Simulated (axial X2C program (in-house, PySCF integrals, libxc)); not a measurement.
**How the levels of PrOH⁺ (f3 s0 d(πδ)0 orbitals) move with the bond length**

Computed with an axial X2C code built on PySCF integrals: two-component X2C with atomic mean-field Coulomb and Gaunt terms, basis Pr dyall-v3z, O dyall-v3z, H dyall-v3z (cores contracted in-house). Orbitals come from Hartree–Fock averaged over the configuration Pr f3 s0 d(πδ)0; CI then distributes these electrons over the f, s, d(πδ) shells of Pr.

At Pr–O–H held linear, bonds 2.088 and 0.950 Å (the second held):

| Ω | energy (cm⁻¹) | g∥ | configuration |
| --- | --- | --- | --- |
| 9/2 | 0 | 6.42 | 100% f3 |
| 7/2 | 225 | 4.76 | 100% f3 |
| 5/2 | 504 | 3.41 | 100% f3 |
| 1/2 | 580 | 0.78 | 100% f3 |
| 3/2 | 598 | 2.22 | 100% f3 |
| 11/2 | 1299 | 10.49 | 100% f3 |
| 9/2 | 1479 | 8.50 | 100% f3 |
| 7/2 | 1696 | 6.78 | 100% f3 |
| 5/2 | 1805 | 4.95 | 100% f3 |
| 3/2 | 1863 | 2.91 | 100% f3 |
| 1/2 | 1875 | 0.96 | 100% f3 |
| 13/2 | 2707 | 14.34 | 100% f3 |
| 11/2 | 2853 | 12.10 | 100% f3 |
| 9/2 | 3068 | 10.07 | 100% f3 |

g∥ is the magnitude of 2⟨Lz + ge Sz⟩ for the +Ω component. The lowest 14 levels at most are listed.

At Pr–O–H held linear, bonds 2.464 and 0.950 Å (the second held):

```
   Ω  energy (cm⁻¹)     g∥  configuration
 9/2              0   6.43        100% f3
 7/2            213   4.89        100% f3
 5/2            376   3.47        100% f3
 3/2            462   2.10        100% f3
 1/2            492   0.71        100% f3
11/2           1302  10.50        100% f3
 9/2           1468   8.62        100% f3
 7/2           1605   6.76        100% f3
 5/2           1695   4.86        100% f3
 3/2           1747   2.91        100% f3
 1/2           1769   0.97        100% f3
13/2           2718  14.33        100% f3
11/2           2862  12.18        100% f3
 9/2           2994  10.04        100% f3
```

The lowest level lies 6918 cm⁻¹ above the lowest at the first distance.

Q: How does the gap from the lowest to the fifth level change between the two distances?

A: From 598 to 492 cm⁻¹, a factor of 0.82.

Dynamic correlation is missing, so gaps between terms are too wide and other configurations may lie lower; the lowest level listed is that of this model, not necessarily the ground state. At most 4 roots were kept for each Ω > 0 (twice that for Ω = 0) within 2.2 eV of the lowest, so higher up levels can be missing between those listed; levels with Ω > 0 are doubly degenerate and listed once, Ω = 0 levels singly. States that fill the shells left empty in the average are placed too high. The molecule was held linear; bending was not examined.
